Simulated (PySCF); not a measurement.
# Reading the logs of faulty runs: CH5OSi anion

All numbers below are calculated, not measured. They come from PySCF 2.14.0, an open-source quantum chemistry program, on an isolated molecule that a program drew, which may never have been made. The molecule is CH5OSi anion (charge -1, singlet), drawn as the SMILES string `CO[SiH2-]`.

Each row is a Hartree-Fock (HF) and frozen-core CCSD(T) single point in the aug-cc-pV(D+d)Z basis, meant for a local HF minimum. Run 1 is clean. Each other run has one planted mistake out of seven kinds, and not every kind appears here: one electron removed, one electron added, multiplicity raised by two, geometry at a saddle point, minimal basis STO-3G, one bond length entered in bohr, all coordinates scaled. The reference is restricted for singlets and unrestricted otherwise, and also for a bond in bohr. Adding or removing an electron swaps singlet and doublet. Electrons count all cores. HOMO and LUMO are orbital energies over both spins, the gradient is its largest component, and the lowest frequency (negative if imaginary) is given only where the gradient is small. Bond lengths are over the 7 bonds as drawn. T1 is the CCSD diagnostic: over 0.02 (restricted) or 0.045 (unrestricted) a single reference is doubtful.

Geometry of the clean run:
```xyz
8
CH5OSi anion, angstrom
C     1.5725   -1.9434   -0.7112
O     0.8148   -0.9004   -1.1928
Si   -0.9442   -0.9652   -1.0643
H     2.6347   -1.6683   -0.7276
H     1.4635   -2.8559   -1.3178
H     1.3118   -2.2103    0.3230
H    -1.2599   -1.8186   -2.3213
H    -1.2087    0.3879   -1.7375
```

| run | electrons | basis functions | <S^2> | HOMO (eV) | LUMO (eV) | gradient (hartree/bohr) | lowest frequency (cm^-1) | mean bond (Å) | longest bond (Å) | T1 | HF (hartree) | CCSD(T) (hartree) | mistake |
|---|---|---|---|---|---|---|---|---|---|---|---|---|---|
| 1 | 34 | 123 | 0.000 | -1.81 | 3.72 | 2.1e-05 | 98 | 1.3607 | 1.765 | 0.0142 | -404.57510 | -405.10540 | no fault |
| 2 | 34 | 123 | 0.669 | -2.02 | 3.69 | 4.2e-02 | - | 1.5007 | 2.081 | 0.0615 | -404.46302 | -404.99986 | one bond length entered in bohr |
| 3 | 34 | 123 | 0.000 | -2.25 | 3.70 | 5.0e-02 | - | 1.4641 | 1.899 | 0.0159 | -404.54356 | -405.08856 | all coordinates scaled |
| 4 | 34 | 24 | 0.000 | 2.96 | 20.69 | 3.9e-02 | - | 1.3607 | 1.765 | 0.0096 | -399.55558 | -399.71479 | minimal basis STO-3G |
| 5 | 34 | 123 | 2.006 | 0.91 | 3.32 | 6.3e-02 | - | 1.3607 | 1.765 | 0.0490 | -404.51561 | -405.02092 | ? |
| 6 | 33 | 123 | 0.756 | -10.31 | 0.04 | 7.0e-02 | - | 1.3607 | 1.765 | 0.0188 | -404.54977 | -405.04660 | ? |

**Which mistake was planted in run 5, and what did it cost?**

Electrons, basis and geometry are unchanged, and <S^2> is 2.006, beside S(S+1) = 2.00 for a multiplicity of 3. So the mistake is: multiplicity raised by two. Subtracting run 1 and multiplying by 627.51 kcal/mol a hartree, the energy moved by 37.3 kcal/mol in HF and 53.0 kcal/mol in CCSD(T).

**Which mistake was planted in run 6, and what did it cost?**

It counts 33 electrons, one fewer than the clean run, at the same geometry and basis. So the mistake is: one electron removed. Subtracting run 1 and multiplying by 627.51 kcal/mol a hartree, the energy moved by 15.9 kcal/mol in HF and 36.9 kcal/mol in CCSD(T).

Cautions from the logs. Run 2: T1 is over the limit, so its CCSD(T) energy is less reliable; run 4: the HOMO is above zero, so the electron isn't bound and the energy depends on the basis; run 5: T1 is over the limit, so its CCSD(T) energy is less reliable and the HOMO is above zero, so the electron isn't bound and the energy depends on the basis.
